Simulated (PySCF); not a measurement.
The group X on SiF3-X is varied. Isolated molecules, 0 K electronic values unless said otherwise. Strings in code marks are SMILES.

These are PBE-D3(BJ)/def2-TZVP in PySCF values and carry that method's errors. All candidates: neutral, multiplicity 1. Delta-SCF ions had no search for a lower state. Excitations are Tamm–Dancoff values on a coarser integration grid. The basis has no diffuse functions, so Rydberg states are missing or too high.

The T1 excitation (TDA) is 5.70 eV. The S1 excitation (TDA) is 6.26 eV and the vertical ionisation energy (Delta-SCF) is 10.94 eV.

**Question.** Say which member has these values.
A) `F[Si](F)(F)Br`
B) `F[Si](F)(F)S`
C) `F[Si](F)(F)I`
D) `F[Si](F)(F)[SiH3]`

**Answer.** B, `F[Si](F)(F)S`. The others give `F[Si](F)(F)Br`: 6.63 eV, 7.15 eV, 11.96 eV; `F[Si](F)(F)I`: 5.24 eV, 5.79 eV, 10.85 eV; `F[Si](F)(F)[SiH3]`: 6.28 eV, 7.46 eV, 11.28 eV
